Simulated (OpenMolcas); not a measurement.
A calculation on Te4+.

```yaml
Program: OpenMolcas 26.06
Method: RASSCF
Basis: ANO-RCC-VTZP [7s6p4d2f1g]
Scalar_Hamiltonian: DKH2, point nucleus
Active_space: 2 electrons in 9 orbitals (RAS2 5s 5p; RAS3 5d, at most 2 electrons)
State_averaging: 2S+1 = 3 even, 3 roots; 2S+1 = 1 even, 7 roots; 2S+1 = 3 odd, 3 roots; 2S+1 = 1 odd, 3 roots
Spin-orbit_coupling: state interaction with AMFI integrals over the reference wave functions, term energies averaged over their components
```

(1) Which level of the active space comes out lowest?

(2) How high does 5s 5p 3P* 0 lie?

(3) How high does 5p2 3P0 lie?

(4) How high does 5p2 1D2 lie?

Measured values: Moore, Atomic Energy Levels, vol. III, NSRDS-NBS 35 (1971 reprint of NBS Circular 467, 1958).

Answers

(1) 5s2 1S0, with 100 % of that term; it is also the measured ground level.

(2) 69407 cm-1 above the lowest level.

(3) 172547 cm-1 above the lowest level; measured 176248 cm-1 above the ground level, so the calculation is off by -2 %.

(4) 175244 cm-1 above the lowest level; measured 182797 cm-1 above the ground level, so the calculation is off by -4 %.

Active for correlation alone: 5d; no level in the range computed is led by a configuration that fills it, so any true level of that kind is missing. Some terms mix strongly with configurations of 5d, whose occupation reaches 0.24 (5p2 1D). Measured partners are found by configuration, term and J. A level has none where our copy of the source lacks it or the pairing is in doubt (some pairs that miss far off the trend of their configuration count as doubtful), and it then counts in no deviation. Only configurations of the active space appear.

* marks odd parity.
